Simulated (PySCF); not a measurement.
A calculated (r2SCAN0, PySCF 2.14, x2c-TZVPPall with one added diffuse shell each of s, p, d type, the spin-free X2C one-electron Hamiltonian (Gaussian nucleus)) atom or ion has these occupied shells.

| shell | electrons | orbital energy (eV) | rms radius, mean of both spins (bohr) |
| --- | --- | --- | --- |
| 1s β | 1 | -3998.9 | 0.0889 |
| 1s α | 1 | -3998.9 | 0.0889 |
| 2s α | 1 | -434.08 | 0.394 |
| 2s β | 1 | -433.96 | 0.394 |
| 2p α | 3 | -350.17 | 0.363 |
| 2p β | 3 | -350.07 | 0.363 |
| 3s α | 1 | -55.416 | 1.25 |
| 3s β | 1 | -54.806 | 1.25 |
| 3p α | 3 | -34.553 | 1.40 |
| 3p β | 3 | -33.819 | 1.40 |
| 3d α | 1 | -7.185 | 2.86 |

Q: Name the element and its charge.

A: Ca⁺ (calcium, charge +1), in [Ar] 3d1, 2D determinant (an excited configuration).
